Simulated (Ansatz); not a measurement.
Relaxation of Si(tBu)2Me2 (C₁₀H₂₄Si) with RKS PBE-D4/def2-SVP.

```sh
$ ansatz run in.yaml --threads 4 --pin off --events-out ev --progress --plain --max-ram 6963MiB
```

```yaml
crystal:
  periodic: [false, false, false]
  atoms:
    - {symbol: Si, position_ang: [-0.546690, 0.043170, -0.386720]}
    - {symbol: C, position_ang: [-0.670020, -0.011660, 1.547280]}
    - {symbol: C, position_ang: [0.225520, -1.091390, 2.156000]}
    - {symbol: C, position_ang: [-2.116540, -0.326490, 1.936920]}
    - {symbol: C, position_ang: [-0.299290, 1.338150, 2.164870]}
    - {symbol: H, position_ang: [0.065270, -1.152020, 3.232690]}
    - {symbol: H, position_ang: [0.004740, -2.066550, 1.727870]}
    - {symbol: H, position_ang: [1.276270, -0.869820, 1.988820]}
    - {symbol: H, position_ang: [-2.406060, -1.314590, 1.590230]}
    - {symbol: H, position_ang: [-2.802900, 0.400450, 1.510570]}
    - {symbol: H, position_ang: [-2.229550, -0.301970, 3.020590]}
    - {symbol: H, position_ang: [-0.964590, 2.119940, 1.808570]}
    - {symbol: H, position_ang: [0.720810, 1.619140, 1.919560]}
    - {symbol: H, position_ang: [-0.384580, 1.291490, 3.250770]}
    - {symbol: C, position_ang: [1.234830, -0.032540, -1.147960]}
    - {symbol: C, position_ang: [1.799300, -1.453630, -1.097680]}
    - {symbol: C, position_ang: [2.209870, 0.907510, -0.438340]}
    - {symbol: C, position_ang: [1.157740, 0.391830, -2.616950]}
    - {symbol: H, position_ang: [2.794890, -1.479480, -1.541730]}
    - {symbol: H, position_ang: [1.878170, -1.812950, -0.075740]}
    - {symbol: H, position_ang: [1.165310, -2.139300, -1.653430]}
    - {symbol: H, position_ang: [2.373430, 0.599440, 0.591080]}
    - {symbol: H, position_ang: [1.835420, 1.928620, -0.438650]}
    - {symbol: H, position_ang: [3.175470, 0.902480, -0.944780]}
    - {symbol: H, position_ang: [0.835940, 1.425590, -2.706600]}
    - {symbol: H, position_ang: [0.459660, -0.233060, -3.167670]}
    - {symbol: H, position_ang: [2.136410, 0.300300, -3.087810]}
    - {symbol: C, position_ang: [-1.392280, 1.654240, -0.977920]}
    - {symbol: H, position_ang: [-1.582290, 1.623600, -2.045750]}
    - {symbol: H, position_ang: [-0.785830, 2.531560, -0.776550]}
    - {symbol: H, position_ang: [-2.348670, 1.798470, -0.485180]}
    - {symbol: C, position_ang: [-1.547080, -1.422950, -1.100590]}
    - {symbol: H, position_ang: [-2.609170, -1.291490, -0.921610]}
    - {symbol: H, position_ang: [-1.253920, -2.370570, -0.660080]}
    - {symbol: H, position_ang: [-1.409570, -1.505520, -2.174090]}
basis:
  gaussian: {orbitals: def2-SVP}
hamiltonian: {xc: pbe, dispersion: d4}
scf: {lower_state_search: "off"}
output: {orbitals: {seedname: orbitals}}
relax: {f_tol: 0.03, max_steps: 70}
```

It took 33 s on 4 threads of Arm Neoverse V1 on a shared host.

Positions (Å) and forces (eV/Å) at steps 1, 2, 3, 4, 6 of 6:

```xyz
35
step=1 energy=-18611.6213 eV
Si   -0.547    0.043   -0.387   -0.358    0.028   -0.254
C    -0.670   -0.012    1.547    0.101   -0.016    0.136
C     0.226   -1.091    2.156   -0.246    0.350   -0.462
C    -2.117   -0.326    1.937    0.479    0.082   -0.418
C    -0.299    1.338    2.165   -0.077   -0.414   -0.452
H     0.065   -1.152    3.233   -0.093   -0.067    0.733
H     0.005   -2.067    1.728   -0.062   -0.737   -0.223
H     1.276   -0.870    1.989    0.757    0.053   -0.071
H    -2.406   -1.315    1.590   -0.312   -0.679   -0.190
H    -2.803    0.400    1.511   -0.599    0.476   -0.246
H    -2.230   -0.302    3.021   -0.092    0.022    0.740
H    -0.965    2.120    1.809   -0.405    0.635   -0.180
H     0.721    1.619    1.920    0.707    0.291   -0.109
H    -0.385    1.291    3.251   -0.054   -0.004    0.739
C     1.235   -0.033   -1.148    0.157   -0.003    0.048
C     1.799   -1.454   -1.098   -0.402    0.447    0.103
C     2.210    0.908   -0.438   -0.545   -0.290   -0.096
C     1.158    0.392   -2.617   -0.237   -0.099    0.590
H     2.795   -1.479   -1.542    0.670   -0.045   -0.299
H     1.878   -1.813   -0.076    0.100   -0.347    0.680
H     1.165   -2.139   -1.653   -0.366   -0.577   -0.361
H     2.373    0.599    0.591    0.176   -0.120    0.729
H     1.835    1.929   -0.439   -0.155    0.756    0.064
H     3.175    0.902   -0.945    0.662    0.022   -0.325
H     0.836    1.426   -2.707   -0.213    0.719   -0.184
H     0.460   -0.233   -3.168   -0.477   -0.398   -0.514
H     2.136    0.300   -3.088    0.659   -0.065   -0.336
C    -1.392    1.654   -0.978    0.453   -0.791    0.310
H    -1.582    1.624   -2.046   -0.116   -0.061   -0.804
H    -0.786    2.532   -0.777    0.481    0.646    0.167
H    -2.349    1.798   -0.485   -0.710    0.068    0.401
C    -1.547   -1.423   -1.101    0.522    0.715    0.379
H    -2.609   -1.291   -0.922   -0.786    0.133    0.163
H    -1.254   -2.371   -0.660    0.245   -0.704    0.350
H    -1.410   -1.506   -2.174    0.138   -0.026   -0.808
35
step=2 energy=-18611.8534 eV
Si   -0.560    0.044   -0.396   -0.085    0.007   -0.062
C    -0.656   -0.014    1.541    0.039    0.003   -0.224
C     0.254   -1.115    2.116   -0.186    0.206   -0.047
C    -2.120   -0.324    1.910    0.248    0.035    0.020
C    -0.265    1.352    2.134   -0.066   -0.236   -0.046
H     0.111   -1.188    3.210   -0.006   -0.049    0.232
H     0.026   -2.106    1.687   -0.030   -0.191   -0.066
H     1.321   -0.904    1.938    0.179    0.023   -0.015
H    -2.430   -1.323    1.564   -0.069   -0.178   -0.046
H    -2.821    0.415    1.486   -0.147    0.138   -0.068
H    -2.240   -0.300    3.009   -0.079   -0.001    0.243
H    -0.929    2.157    1.779   -0.111    0.157   -0.049
H     0.771    1.635    1.887    0.163    0.061   -0.021
H    -0.346    1.319    3.237   -0.009    0.033    0.241
C     1.234   -0.031   -1.133   -0.200    0.011    0.110
C     1.781   -1.469   -1.058   -0.038    0.242   -0.031
C     2.183    0.931   -0.395   -0.123   -0.183   -0.171
C     1.131    0.393   -2.611    0.099   -0.061    0.226
H     2.792   -1.508   -1.504    0.218   -0.050   -0.092
H     1.862   -1.832   -0.021    0.027   -0.075    0.156
H     1.146   -2.177   -1.615   -0.099   -0.141   -0.098
H     2.344    0.631    0.653    0.043   -0.039    0.172
H     1.807    1.968   -0.399   -0.053    0.198    0.006
H     3.172    0.936   -0.891    0.220    0.032   -0.079
H     0.804    1.440   -2.718   -0.048    0.188   -0.037
H     0.429   -0.242   -3.178   -0.126   -0.118   -0.126
H     2.122    0.302   -3.093    0.202   -0.009   -0.155
C    -1.394    1.657   -0.977    0.132   -0.292    0.091
H    -1.580    1.628   -2.063   -0.046    0.009   -0.206
H    -0.774    2.543   -0.762    0.116    0.163    0.037
H    -2.366    1.796   -0.475   -0.190    0.037    0.091
C    -1.546   -1.427   -1.103    0.160    0.268    0.117
H    -2.624   -1.297   -0.913   -0.209    0.011    0.025
H    -1.235   -2.386   -0.656    0.056   -0.177    0.084
H    -1.406   -1.502   -2.194    0.019   -0.023   -0.212
35
step=3 energy=-18611.8668 eV
Si   -0.546    0.042   -0.386   -0.052    0.006   -0.036
C    -0.651   -0.020    1.553    0.000    0.010    0.163
C     0.227   -1.141    2.141    0.035   -0.055   -0.018
C    -2.124   -0.307    1.918   -0.048   -0.006   -0.035
C    -0.248    1.335    2.176    0.003    0.027   -0.032
H     0.084   -1.221    3.243   -0.034    0.038   -0.026
H    -0.022   -2.134    1.711    0.002    0.016   -0.005
H     1.309   -0.966    1.970   -0.013    0.024   -0.009
H    -2.452   -1.305    1.563    0.002   -0.002    0.016
H    -2.816    0.444    1.481   -0.007    0.005    0.033
H    -2.270   -0.285    3.023    0.042    0.013   -0.033
H    -0.866    2.169    1.783    0.022   -0.013    0.008
H     0.815    1.589    1.993   -0.023   -0.011   -0.039
H    -0.390    1.320    3.281   -0.018   -0.057   -0.031
C     1.247   -0.027   -1.132    0.153   -0.024   -0.054
C     1.827   -1.456   -1.056   -0.033   -0.024    0.011
C     2.200    0.956   -0.426    0.000    0.052    0.042
C     1.136    0.378   -2.617   -0.048    0.013   -0.033
H     2.819   -1.508   -1.562   -0.029    0.061   -0.003
H     1.982   -1.799   -0.014   -0.044    0.016   -0.008
H     1.170   -2.195   -1.560    0.016    0.010    0.019
H     2.377    0.688    0.636   -0.015   -0.023   -0.011
H     1.816    1.998   -0.447   -0.006   -0.016    0.003
H     3.198    0.970   -0.923   -0.039   -0.032   -0.026
H     0.795    1.426   -2.737    0.016    0.001   -0.003
H     0.424   -0.268   -3.173    0.028   -0.007   -0.018
H     2.124    0.292   -3.126   -0.019   -0.014    0.050
C    -1.416    1.621   -0.988    0.093    0.108    0.049
H    -1.618    1.552   -2.075   -0.001    0.008   -0.032
H    -0.826    2.546   -0.813   -0.031   -0.059    0.008
H    -2.394    1.742   -0.480   -0.002    0.017    0.015
C    -1.559   -1.390   -1.116    0.065   -0.121    0.062
H    -2.639   -1.221   -0.937   -0.033   -0.006    0.010
H    -1.298   -2.382   -0.688    0.004    0.061   -0.028
H    -1.415   -1.446   -2.214    0.012   -0.018   -0.009
35
step=4 energy=-18611.8784 eV
Si   -0.558    0.043   -0.395   -0.048    0.004   -0.035
C    -0.665   -0.018    1.545    0.017    0.010    0.026
C     0.228   -1.129    2.129   -0.014    0.014   -0.006
C    -2.131   -0.312    1.928    0.018    0.002   -0.025
C    -0.263    1.340    2.156    0.006   -0.013    0.003
H     0.078   -1.206    3.229   -0.002   -0.005    0.013
H    -0.006   -2.124    1.697    0.001   -0.010   -0.002
H     1.305   -0.932    1.961    0.008    0.001    0.001
H    -2.460   -1.313    1.584   -0.008   -0.013   -0.002
H    -2.835    0.437    1.508   -0.008    0.008   -0.002
H    -2.250   -0.287    3.034    0.001    0.001    0.011
H    -0.909    2.165    1.792    0.005   -0.003    0.006
H     0.787    1.611    1.931   -0.011    0.004    0.004
H    -0.365    1.307    3.264    0.003    0.005   -0.005
C     1.235   -0.026   -1.142    0.028   -0.013    0.006
C     1.803   -1.458   -1.064    0.007    0.011    0.006
C     2.188    0.945   -0.422   -0.011   -0.012   -0.011
C     1.144    0.383   -2.627   -0.018   -0.002    0.026
H     2.813   -1.495   -1.532   -0.005   -0.005    0.005
H     1.911   -1.814   -0.020   -0.001   -0.003   -0.013
H     1.165   -2.187   -1.604    0.008    0.002    0.003
H     2.363    0.656    0.634    0.004   -0.002    0.007
H     1.807    1.988   -0.428   -0.001    0.010    0.002
H     3.181    0.956   -0.925    0.012    0.004   -0.006
H     0.813    1.434   -2.751   -0.003    0.014   -0.006
H     0.444   -0.261   -3.200   -0.005   -0.006   -0.007
H     2.141    0.291   -3.112    0.010   -0.002   -0.003
C    -1.397    1.649   -0.976    0.010   -0.050   -0.006
H    -1.593    1.613   -2.067   -0.002    0.015    0.000
H    -0.783    2.549   -0.770    0.004   -0.016    0.003
H    -2.374    1.785   -0.468   -0.011    0.012    0.004
C    -1.544   -1.421   -1.105    0.002    0.048    0.016
H    -2.629   -1.285   -0.920   -0.002   -0.015   -0.003
H    -1.243   -2.392   -0.662    0.006    0.016    0.004
H    -1.402   -1.493   -2.203   -0.001   -0.011   -0.013
35
step=6 energy=-18611.8791 eV
Si   -0.561    0.043   -0.397    0.005    0.000    0.003
C    -0.665   -0.017    1.546    0.004    0.000   -0.015
C     0.224   -1.130    2.129   -0.001    0.000    0.000
C    -2.132   -0.308    1.925    0.000    0.000    0.001
C    -0.262    1.338    2.158    0.000    0.000    0.000
H     0.070   -1.212    3.229   -0.001    0.000    0.000
H    -0.007   -2.125    1.693    0.000    0.000    0.000
H     1.303   -0.933    1.967    0.000   -0.001    0.001
H    -2.463   -1.309    1.581    0.000    0.000    0.000
H    -2.835    0.442    1.505   -0.001    0.001   -0.001
H    -2.254   -0.284    3.032    0.000    0.000    0.001
H    -0.909    2.165    1.800    0.000    0.000    0.000
H     0.788    1.611    1.929    0.001    0.001    0.001
H    -0.359    1.303    3.267    0.000    0.000    0.001
C     1.235   -0.027   -1.142   -0.013    0.000    0.009
C     1.806   -1.457   -1.064    0.000    0.000    0.000
C     2.188    0.947   -0.424    0.000    0.000   -0.001
C     1.140    0.382   -2.627    0.001    0.000    0.000
H     2.818   -1.492   -1.526    0.000    0.000    0.000
H     1.908   -1.816   -0.021    0.001   -0.001    0.000
H     1.173   -2.186   -1.609    0.000    0.000   -0.001
H     2.368    0.655    0.630    0.001    0.000    0.000
H     1.803    1.988   -0.425    0.000    0.000    0.000
H     3.179    0.964   -0.932    0.000    0.000   -0.001
H     0.809    1.433   -2.752    0.000    0.000    0.000
H     0.439   -0.263   -3.199   -0.001    0.000    0.000
H     2.137    0.290   -3.114    0.001    0.000   -0.001
C    -1.397    1.649   -0.976    0.000    0.006    0.001
H    -1.592    1.623   -2.067    0.001   -0.001    0.000
H    -0.774    2.543   -0.766    0.000   -0.002    0.000
H    -2.372    1.794   -0.468    0.001   -0.001    0.000
C    -1.544   -1.422   -1.103    0.000   -0.006    0.000
H    -2.630   -1.297   -0.919    0.000    0.001    0.001
H    -1.234   -2.388   -0.654    0.001    0.002    0.000
H    -1.401   -1.503   -2.201    0.001    0.001    0.001
```
